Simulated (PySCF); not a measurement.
Si(Me)2(OH)(SH) (C₂H₈OSSi), SMILES O[Si](C)(S)C. Geometry: B3LYP-D3(BJ)/def2-SVP. Other conformers were not sampled.

Computed equilibrium geometry at B3LYP-D3(BJ)/def2-SVP (PySCF confirms it by a frequency run) as bond lengths and angles (one conformer of several):
Atoms: C1 Si2 C3 O4 S5 H6 H7 H8 H9 H10 H11 H12 H13. Bonded distances (Å): C1–Si2 1.867, C1–H6 1.101, C1–H7 1.102, C1–H8 1.101, Si2–C3 1.874, Si2–O4 1.674, Si2–S5 2.172, C3–H9 1.102, C3–H10 1.102, C3–H11 1.102, O4–H12 0.965, S5–H13 1.354. Bond angles (°): Si2–C1–H6 110.9, Si2–C1–H7 110.3, Si2–C1–H8 110.8, H6–C1–H7 107.9, H6–C1–H8 108.3, H7–C1–H8 108.6, C1–Si2–C3 112.6, C1–Si2–O4 105.2, C1–Si2–S5 111.8, C3–Si2–O4 112.2, C3–Si2–S5 104.6, O4–Si2–S5 110.7, Si2–C3–H9 110.0, Si2–C3–H10 111.6, Si2–C3–H11 110.9, H9–C3–H10 108.0, H9–C3–H11 108.2, H10–C3–H11 107.9, Si2–O4–H12 115.9, Si2–S5–H13 94.8.
Charge 0, spin multiplicity 1.
